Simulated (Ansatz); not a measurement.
Task: Name a neutral molecule of Cl, F, S, Si and H with HOMO energy (ωB97M-V/def2-TZVPP) between -10.65 and -10.35 eV and size of the dipole moment (B3LYP/def2-TZVPP) between 1.35 and 1.65 D (Ansatz, PBE0-D4/def2-TZVP geometry).

Result: `F[Si](F)(Cl)S[SiH2]Cl` (-10.62 eV, 1.57 D). Other molecules can fit too; these were computed, each in one conformer that needn't be the lowest.

B3LYP here is the variant with VWN-RPA as its local correlation; programs differ in this.
